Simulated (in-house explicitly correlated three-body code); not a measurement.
Computed with an exponentially correlated three-body code. Model: two electrons around a point charge, non-relativistic, variational in 260 exponentially correlated functions (energies converged to about 1e-7 hartree, or 1e-8 relative for large Z).

Command:
```bash
python run_hyl.py task.json out
```
Settings (lengths in bohr, energies in hartree):
```
Z                      7
screening              5.6
interaction_strength   1
functions              260
states_tried           1
```

Cost of the run: 20 s on 1 thread of Arm Neoverse N1, with other jobs on the host.

**Ground state only, binding against the one-electron ion.**

Given: nuclear charge 7; Yukawa screening of all interactions 5.6 1/bohr.

Computed: one-electron threshold -2.19051092 hartree.

```csv
term,energy (hartree),binding (eV)
1 1S,-3.81068151,44.087
```

**Converged states only, values per electron or pair (inverse distances are <exp(-kr)/r>).**

| term | mean r (bohr) | mean r squared (bohr²) | mean inverse r (1/bohr) | mean r12 (bohr) | mean inverse r12 (1/bohr) | mean cosine | mean p1 dot p2 (bohr⁻²) | delta r1 (bohr⁻³) | delta r12 (bohr⁻³) |
| --- | --- | --- | --- | --- | --- | --- | --- | --- | --- |
| 1 1S | 0.40135 | 0.24707 | 1.7618 | 0.60712 | 0.50635 | -0.010344 | 0.19159 | 44.418 | 2.8478 |
